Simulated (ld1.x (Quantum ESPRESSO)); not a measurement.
platinum (Pt): variants of one TM semilocal potential

Base potential:

platinum, norm-conserving Troullier–Martins (semilocal form), made with ld1.x (Quantum ESPRESSO) 7.5 (PBE, scalar-relativistic). Core [Xe] 4f14, reference 5d9 6s1 6p0. Waves: 6s (bound): rc 2.45 bohr; 5d (bound): rc 1.65 bohr; 6p (bound, empty): rc 3.70 bohr. Local part: the p channel. Core correction: none.

All-electron outer shells of the reference configuration (PBE, scalar-relativistic, ld1.x):

```
shell  level (eV)  outermost node (bohr)  outermost maximum (bohr)
   4f      -70.08                      –                      0.38
   5p      -56.02                   0.53                      0.98
   5d       -6.14                   0.57                      1.26
   6s       -5.66                   1.14                      2.38
   6p       -0.84                   1.36                      3.69
```

Cutoffs, loose and tight: the cutoffs (Ry, on a coarse ladder) from which the occupation-weighted sum of valence levels, in a spherical-Bessel basis at the reference potential, stays within 10 and 1 mRy of its value at 400 Ry. They do not see the model core or the augmentation charge, which bear on the density cutoff. Test errors are all-electron minus pseudo excitation energies from the reference, over the configurations 5d9 6s0 6p0; 5d8 6s0 6p0; 5d7 6s0 6p0; 5d10 6s0 6p0; 5d9 6s0 6p1; 5d6 6s0 6p0; 5d9 6s0.5 6p0. A dash means not determined; rows that change the core or the reference have their own tests.

A semilocal file is local in each channel, so a ghost entry of none says nothing of the separable form that plane-wave codes build from it.

```csv
change,outcome,"cutoff, loose","cutoff, tight",bound ghosts,largest test error (meV)
base,generated,40 Ry,60 Ry,none,-117
"all radii scaled by about 0.76 (s 1.86, p 2.82, d 1.26 bohr)",generated,45 Ry,80 Ry,none,-153
"all radii scaled by about 0.87 (s 2.12, p 3.22, d 1.44 bohr)",generated,40 Ry,80 Ry,none,-123
"all radii scaled by about 1.07 (s 2.62, p 3.96, d 1.76 bohr)",generated,40 Ry,50 Ry,none,-139
"all radii scaled by about 1.19 (s 2.92, p 4.42, d 1.96 bohr)",generated,40 Ry,50 Ry,none,-216
"all radii scaled by about 1.24 (s 3.04, p 4.60, d 2.04 bohr)",generated,40 Ry,50 Ry,none,-280
"all radii scaled by about 1.38 (s 3.38, p 5.10, d 2.28 bohr)",generated,40 Ry,45 Ry,none,-467
```

Reading the sweep of the scale of all radii (base = 1) (base included, trends over the rows without a ghost): The loose cutoff stays near 40 Ry. The median size of the test errors (rows with all tests solved) is not monotonic: lowest 4.6 meV at 1.07, highest 16.8 meV at 1.38.
